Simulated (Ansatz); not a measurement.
`[CH3][Ge]([CH3])([CH3])[Ge]([CH3])([CH3])[Ge]([CH3])([CH3])[Ge]([CH3])([CH3])[CH3]` with charge +1. The state is a doublet with charge 1. Geometry PBE-D4/def2-SVP, that of the neutral singlet; atoms count from 1.

```
atom   x (Å)   y (Å)   z (Å)
  C1  -1.540  -3.586   2.546
 Ge2  -1.240  -1.647   2.281
  C3  -2.996  -0.730   2.292
  C4  -0.164  -0.959   3.794
 Ge5  -0.080  -1.225   0.170
  C6   1.828  -1.761   0.336
  C7  -0.889  -2.315  -1.281
 Ge8  -0.229   1.143  -0.423
  C9   0.045   2.264   1.196
 C10  -2.049   1.527  -1.121
Ge11   1.451   1.703  -2.108
 C12   1.479   0.326  -3.531
 C13   1.062   3.459  -2.938
 C14   3.246   1.781  -1.275
 H15  -0.575  -4.132   2.571
 H16  -2.068  -3.768   3.505
 H17  -2.154  -4.002   1.723
 H18  -3.535  -0.939   3.238
 H19  -2.863   0.366   2.201
 H20  -3.625  -1.075   1.447
 H21   0.822  -1.464   3.833
 H22   0.008   0.131   3.689
 H23  -0.688  -1.141   4.755
 H24   1.908  -2.829   0.622
 H25   2.352  -1.618  -0.631
 H26   2.341  -1.152   1.106
 H27  -0.817  -3.394  -1.039
 H28  -0.362  -2.132  -2.240
 H29  -1.958  -2.056  -1.415
 H30   1.034   2.058   1.653
 H31  -0.004   3.340   0.937
 H32  -0.740   2.050   1.949
 H33  -2.815   1.281  -0.359
 H34  -2.254   0.928  -2.030
 H35  -2.144   2.601  -1.382
 H36   2.224   0.589  -4.309
 H37   1.749  -0.663  -3.110
 H38   0.485   0.238  -4.013
 H39   1.827   3.703  -3.702
 H40   1.062   4.262  -2.174
 H41   0.068   3.447  -3.428
 H42   3.507   0.807  -0.816
 H43   4.014   2.029  -2.035
 H44   3.275   2.557  -0.483
```

Single mean-field runs in def2-TZVP are fitted with def2-universal-jkfit.

(1) Estimate the Mulliken populations of the heavy atoms from the PBE0/def2-TZVP orbitals of Ansatz.

(2) Where does the spin sit?

(3) And the Mayer bond orders between heavy atoms (over 0.3)?

## Answers

(1) 
```json
{"atom": "C1", "charge (e)": "-0.42", "spin (α − β)": "0.06"}
{"atom": "Ge2", "charge (e)": "0.17", "spin (α − β)": "0.13"}
{"atom": "C3", "charge (e)": "-0.43", "spin (α − β)": "0.00"}
{"atom": "C4", "charge (e)": "-0.43", "spin (α − β)": "0.01"}
{"atom": "Ge5", "charge (e)": "0.00", "spin (α − β)": "0.27"}
{"atom": "C6", "charge (e)": "-0.42", "spin (α − β)": "-0.01"}
{"atom": "C7", "charge (e)": "-0.41", "spin (α − β)": "-0.01"}
{"atom": "Ge8", "charge (e)": "0.00", "spin (α − β)": "0.27"}
{"atom": "C9", "charge (e)": "-0.42", "spin (α − β)": "-0.01"}
{"atom": "C10", "charge (e)": "-0.41", "spin (α − β)": "-0.01"}
{"atom": "Ge11", "charge (e)": "0.17", "spin (α − β)": "0.13"}
{"atom": "C12", "charge (e)": "-0.43", "spin (α − β)": "0.00"}
{"atom": "C13", "charge (e)": "-0.42", "spin (α − β)": "0.06"}
{"atom": "C14", "charge (e)": "-0.43", "spin (α − β)": "0.01"}
```
Mulliken values depend strongly on the basis.

(2) Summed by element: C 0.10, Ge 0.80, H 0.10, of 1 unpaired in all. Largest on single atoms: Ge8 0.27, Ge5 0.27, Ge2 0.13.

(3) C1–Ge2 0.99 (1.98 Å); Ge2–C3 0.97 (1.98 Å); Ge2–C4 0.97 (1.98 Å); Ge2–Ge5 0.74 (2.45 Å); Ge5–C6 1.00 (1.99 Å); Ge5–C7 1.00 (1.99 Å); Ge5–Ge8 0.78 (2.45 Å); Ge8–C9 1.00 (1.99 Å); Ge8–C10 1.00 (1.99 Å); Ge8–Ge11 0.74 (2.45 Å); Ge11–C12 0.97 (1.98 Å); Ge11–C13 0.99 (1.98 Å); Ge11–C14 0.97 (1.98 Å).
